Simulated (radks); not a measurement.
Q: All-electron atom: Bi19+ in [Kr] 4d10 4f14 5s2 5p2. Method: Dirac Kohn-Sham, BLYP, spin-unpolarised, spherical densities, finite nucleus; open shells fill j = l - 1/2 first; Fermi nuclear charge, rms radius 5.5211 fm; computed with a radial shooting solver on a logarithmic mesh with Libxc functionals. Some entries of the table are withheld. Estimate them.

| orbital | occ. | eigenvalue (eV) | r(max) (bohr) |
|---|---|---|---|
| 1s1/2 | 2 | -90901.67 | 0.009661 |
| 2s1/2 | 2 | -16677.69 | 0.05642 |
| 2p1/2 | 2 | -16050.53 | 0.04118 |
| 2p3/2 | 4 | -13729.54 | 0.04901 |
| 3s1/2 | 2 | -4347.401 | 0.1587 |
| 3p1/2 | 2 | (1) | 0.1477 |
| 3p3/2 | 4 | (2) | 0.1635 |
| 3d3/2 | 4 | (3) | 0.1267 |
| 3d5/2 | 6 | (4) | 0.1310 |
| 4s1/2 | 2 | -1318.192 | 0.3557 |
| 4p1/2 | 2 | -1193.545 | (5) |
| 4p3/2 | 4 | -1064.000 | (6) |
| 4d3/2 | 4 | -860.2712 | 0.3746 |
| 4d5/2 | 6 | -835.8369 | 0.3840 |
| 4f5/2 | 6 | -570.4735 | 0.3361 |
| 4f7/2 | 8 | -564.6679 | 0.3403 |
| 5s1/2 | 2 | -542.7972 | 0.7423 |
| 5p1/2 | 2 | (7) | (8) |
| 5p3/2 | 0 | (9) | (10) |

A: 
(1) 3p1/2 eigenvalue (eV): -4062.221
(2) 3p3/2 eigenvalue (eV): -3541.780
(3) 3d3/2 eigenvalue (eV): -3071.864
(4) 3d5/2 eigenvalue (eV): -2961.341
(5) 4p1/2 r(max) (bohr): 0.3528
(6) 4p3/2 r(max) (bohr): 0.3844
(7) 5p1/2 eigenvalue (eV): -494.7447
(8) 5p1/2 r(max) (bohr): 0.7657
(9) 5p3/2 eigenvalue (eV): -461.2581
(10) 5p3/2 r(max) (bohr): 0.8238
